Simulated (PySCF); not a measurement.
This PySCF input asks for the NMR shieldings of SMILES CCCBC(C)(C)CC, C8H19B; the geometry comes from GFN2-xTB.

```python
import basis_set_exchange as bse
import numpy as np
from pyscf import gto, dft
from pyscf.prop import nmr

atoms = """
C     3.805179    0.777996    0.163802
C     2.471338    0.821854   -0.573529
C     1.448837   -0.149994    0.027101
B     0.085391   -0.272674   -0.748624
C    -1.258247   -0.716068   -0.005337
C    -2.398233   -1.009763   -0.991889
C    -1.033668   -1.988005    0.833143
C    -1.696898    0.404245    0.966412
C    -1.787652    1.779858    0.315104
H     3.668642    1.026052    1.214686
H     4.507917    1.488971   -0.266086
H     4.243921   -0.216208    0.101863
H     2.070784    1.837407   -0.528750
H     2.630922    0.578201   -1.625598
H     1.322031    0.089465    1.085641
H     1.893936   -1.153053    0.008866
H     0.071557   -0.063297   -1.902682
H    -3.318824   -1.250848   -0.461181
H    -2.587150   -0.157751   -1.638875
H    -2.137909   -1.856704   -1.623172
H    -0.269401   -1.829978    1.589673
H    -1.956978   -2.276308    1.334011
H    -0.719796   -2.813790    0.198009
H    -2.668276    0.144093    1.395866
H    -0.979627    0.455768    1.788236
H    -2.527012    1.788892   -0.481102
H    -2.075879    2.526884    1.052645
H    -0.825806    2.062112   -0.107797
"""
names = dict.fromkeys(["C", "B", "H"], "pcSseg-1")
basis = {el: gto.basis.parse(bse.get_basis(n, elements=[el], fmt="nwchem")) for el, n in names.items()}
mol = gto.M(atom=atoms, basis=basis, charge=0, verbose=0)
mf = dft.RKS(mol, xc="PBE0")
mf.grids.level = 2
mf.grids.alignment = dft.numint.BLKSIZE   # the property module wants whole blocks of grid points
mf.conv_tol = 1e-9
mf.kernel()

calc = nmr.RKS(mf)   # GIAO
C = mf.mo_coeff
Co = C[:, mf.mo_occ > 0]
resp = mf.gen_response(singlet=True, hermi=2)
def vind(x):   # induced exchange potential for any number of trial vectors
    d = np.einsum("pi,xij,qj->xpq", C, 2 * x.reshape(-1, C.shape[1], Co.shape[1]), Co, optimize=True)
    return np.einsum("xpq,pi,qj->xij", resp(d - d.transpose(0, 2, 1)), C, Co, optimize=True).ravel()
mo1, _ = nmr.rhf.solve_mo1(calc, with_cphf=vind)
sigma = calc.kernel(mo1)
for i, s in enumerate(sigma):   # ppm
    w = np.linalg.eigvalsh((s + s.T) / 2)
    print("%2d %-2s iso %8.1f  s11 %8.1f  s22 %8.1f  s33 %8.1f" % (i, mol.atom_pure_symbol(i), w.mean(), *w))
```

Q: Give the expected output.

A: 
```
 0 C  iso    166.4  s11    152.6  s22    159.9  s33    186.7
 1 C  iso    161.5  s11    147.5  s22    166.5  s33    170.4
 2 C  iso    151.4  s11    126.7  s22    154.2  s33    173.2
 3 B  iso      2.2  s11    -69.8  s22    -30.7  s33    107.2
 4 C  iso    151.7  s11    127.6  s22    152.5  s33    175.1
 5 C  iso    158.0  s11    130.6  s22    159.6  s33    183.8
 6 C  iso    158.9  s11    137.7  s22    153.2  s33    186.0
 7 C  iso    144.5  s11    125.1  s22    137.2  s33    171.1
 8 C  iso    171.9  s11    159.6  s22    170.5  s33    185.8
 9 H  iso     30.7  s11     26.6  s22     29.5  s33     36.1
10 H  iso     30.3  s11     25.6  s22     27.5  s33     37.8
11 H  iso     30.7  s11     27.1  s22     28.8  s33     36.3
12 H  iso     30.3  s11     25.2  s22     30.5  s33     35.1
13 H  iso     29.9  s11     24.9  s22     29.1  s33     35.7
14 H  iso     29.8  s11     25.7  s22     29.1  s33     34.7
15 H  iso     31.0  s11     25.6  s22     32.4  s33     35.0
16 H  iso     23.7  s11     15.6  s22     26.5  s33     28.8
17 H  iso     31.3  s11     27.6  s22     29.1  s33     37.1
18 H  iso     29.7  s11     25.4  s22     28.4  s33     35.3
19 H  iso     30.4  s11     26.8  s22     27.9  s33     36.5
20 H  iso     30.6  s11     26.0  s22     29.9  s33     35.7
21 H  iso     31.0  s11     27.5  s22     29.0  s33     36.4
22 H  iso     31.0  s11     27.4  s22     28.0  s33     37.6
23 H  iso     30.6  s11     27.0  s22     29.9  s33     34.9
24 H  iso     29.7  s11     26.7  s22     29.5  s33     33.1
25 H  iso     30.3  s11     25.7  s22     30.1  s33     35.3
26 H  iso     30.7  s11     26.2  s22     27.4  s33     38.4
27 H  iso     31.7  s11     26.2  s22     31.8  s33     37.0
```

These numbers come from an equivalent density-fitted implementation of the same equations, which agrees with the script to about 0.01 ppm for H and up to a few tenths of a ppm for heavy atoms, so last digits may differ.

Size and cost of the density-fitted run: 248 basis functions, 110 s wall time on 1 thread of an Arm Neoverse N1, shared host; peak memory 1.2 GiB.
